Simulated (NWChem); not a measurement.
System: CH$_{5}$AlOS; SMILES C[S][AlH][OH]

```xyz
9

Al    -0.6477     1.0172    -0.0002
H     -2.0193     1.8022    -0.0006
O      0.8767     1.7829     0.0011
H      1.0493     2.7250    -0.0071
S     -0.5972    -1.1522     0.0003
C      1.2057    -1.4818    -0.0003
H      1.7878    -0.5509     0.0014
H      1.4544    -2.0667    -0.8960
H      1.4542    -2.0700     0.8932
```
Atoms are numbered in this order, from 1.

Program: NWChem. Pople sets run with spherical d functions. Structure relaxed at the PBE0/def2-SVP level.

Task: Order these runs by computing time, cheapest first, and give rough ratios: B3LYP/6-311++G**; B3LYP/6-31G*; B3LYP/STO-3G.

Result: B3LYP/STO-3G (1), B3LYP/6-31G* (3), B3LYP/6-311++G** (10). Ratios are rough, from one shared machine; the cheapest took roughly 2.9 core-seconds. What differs between the cheapest and the dearest: highest occupied level (eV) -2.62 → -6.82; orbital gap (eV) 7.62 → 5.95; dipole (D) 1.96 → 1.94.
